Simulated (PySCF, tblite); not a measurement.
Compound: C4H7BCl2Si.
Structure used (GFN2-xTB), in Å, numbered top down from 1:
```
atom  x, y, z in Å
C1    -1.0075   -0.4224    1.9145
C2    -1.6136    0.3561    1.0325
Si3   -1.2112    0.4554   -0.8065
C4     0.2478   -0.6746   -1.2225
C5     1.5150   -0.6070   -0.7885
B6     2.1214    0.4643    0.1433
Cl7    3.7295    0.2633    0.7370
Cl8    1.2645    1.8790    0.6099
H9    -1.2893   -0.4501    2.9564
H10   -0.1896   -1.0685    1.6348
H11   -2.4263    0.9843    1.3761
H12   -2.3503   -0.1103   -1.5508
H13   -0.9936    1.8300   -1.2596
H14    0.0007   -1.5034   -1.8775
H15    2.1979   -1.3881   -1.1152
```

Jobs on this species (15 atoms, 84 electrons) with PySCF (density fitting) and tblite. Hardware of each: Arm Neoverse N1, one thread, on a shared host. Other jobs ran on the host; a repeat could differ by tens of per cent or more.

| level and settings | work | basis functions | SCF cycles | wall time |
| --- | --- | --- | --- | --- |
| PBE0/pcSseg-1 | shieldings, charges and field gradients | 192 | ? | ? |
| GFN2-xTB | L-BFGS relaxation | – | – | 2.7 s |
| wB97X-D/def2-SVPD | 8 singlets by full TDDFT, 3 Tamm–Dancoff triplets, polarisability | 234 | 13 | 1.7 min |
| GFN2-xTB | Hessian by finite differences | – | – | 1.2 s |

**Question.** Fill in the missing figures.

**Answer.** 
- PBE0/pcSseg-1; shieldings, charges and field gradients: 60 s, 14 SCF cycles

**Question.** What do all jobs in the table cost together?

**Answer.** About 2.8 min; the longest takes about 61 % of that, and about 85 times as long as the shortest.
